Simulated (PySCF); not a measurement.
# Dipole moment and polarisability of gallium tribromide

Gallium tribromide, GaBr3.
Structure used (PBE0-D3(BJ)/def2-SVP), in Å, numbered top down from 1:
```
atom  x, y, z in Å
Br1   -0.3810    2.2422    0.0085
Ga2   -0.0019    0.0097   -0.0123
Br3    2.1189   -0.7746    0.0358
Br4   -1.7155   -1.4678   -0.0776
```

Level: CAM-B3LYP/def2-SVPD (PySCF), static field, nuclei fixed, core orbitals frozen in the response. The polarisability tensor in these axes (au):

```
x   104.14   0.11   1.02
y     0.11 105.09   0.52
z     1.02   0.52  66.72
```

Question: What are the eigenvalues, a third of the trace, and Δα (Δα² = ½Σ(αi − αj)² over the three pairs)?

Answer: Principal values 66.68, 104.16 and 105.11 au; mean 91.98 au = 13.63 Å³ = 15.17 × 10⁻⁴⁰ C²·m²/J; Δα = 37.96 au (41 % of the mean).

Question: What is the dipole moment?

Answer: 0.05 D at this geometry.

Question: Directions of the eigenvectors, and the extent of the frame along each?

Answer: Largest value along (0.13, 0.99, 0.02), where the nuclei span 3.85 Å; middle along (0.99, -0.13, 0.03), 3.72 Å; least along (-0.03, -0.01, 1.00), 0.00 Å. 

Question: What molar refraction does this α imply?

Answer: Lorentz–Lorenz: R = (4π/3)N_A α = 2.5225 cm³/(mol·Å³) × 13.63 Å³ = 34.4 cm³/mol, in the limit of long wavelengths.

Question: Refractivity n − 1 of an ideal gas of it at 400 K and 1 atm, from the electronic α?

Answer: N = p/kT = 1.8347 × 10¹⁹ cm⁻³, so n − 1 = 2π × N × 13.63 × 10⁻²⁴ cm³ = 1571 × 10⁻⁶ at long wavelengths.

Question: What depolarisation ratio follows for Rayleigh scattering of linearly polarised light, taking the static tensor?

Answer: ρ = 3Δα²/(45ᾱ² + 4Δα²) = 4323.5/(380741 + 5764.6) = 0.0112.

Isolated species at its PBE0-D3(BJ)/def2-SVP geometry, gas phase. The calculation is non-relativistic, for gallium and bromine too.

The run behind these numbers computed excited states and ΔSCF ions as well. Time: 2.7 min. Hardware: one thread, Arm Neoverse V1, on a shared host.
